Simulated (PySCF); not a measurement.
Excited states of Te(4+) (tellurium, charge +4)

Ground state [Kr] 4d10 5s2, ¹S. All numbers are calculated (PySCF 2.14, scalar relativity through the core potential, in aug-cc-pVTZ-PP with one added diffuse shell each of d, f type with ECP28MDF (6s5p5d3f, 67 functions)). Vertical excitation energies in eV without spin-orbit coupling; excited terms of each kind are numbered among those the solver found. Frozen: 4s2 4p6.

```json
{"term": "1 3P°", "leading excitation": "5s → p", "EOM-EE-CCSD": "9.724"}
{"term": "1 1P°", "leading excitation": "5s → p", "EOM-EE-CCSD": "14.041"}
{"term": "1 3D", "leading excitation": "5s → d", "EOM-EE-CCSD": "26.194"}
{"term": "1 1D", "leading excitation": "5s → d", "EOM-EE-CCSD": "28.768"}
{"term": "1 3S", "leading excitation": "5s → s", "EOM-EE-CCSD": "29.238"}
{"term": "1 1S", "leading excitation": "5s → s", "EOM-EE-CCSD": "29.948"}
{"term": "2 3P°", "leading excitation": "5s → p", "EOM-EE-CCSD": "33.585"}
{"term": "2 1P°", "leading excitation": "5s → p", "EOM-EE-CCSD": "33.893"}
{"term": "1 3F°", "leading excitation": "5s → f", "EOM-EE-CCSD": "34.830"}
{"term": "1 1F°", "leading excitation": "5s → f", "EOM-EE-CCSD": "34.972"}
{"term": "2 3D", "leading excitation": "5s → d", "EOM-EE-CCSD": "39.566"}
{"term": "2 1D", "leading excitation": "5s → d", "EOM-EE-CCSD": "39.789"}
```

Doubly excited terms such as np² are absent. The solver can miss terms.
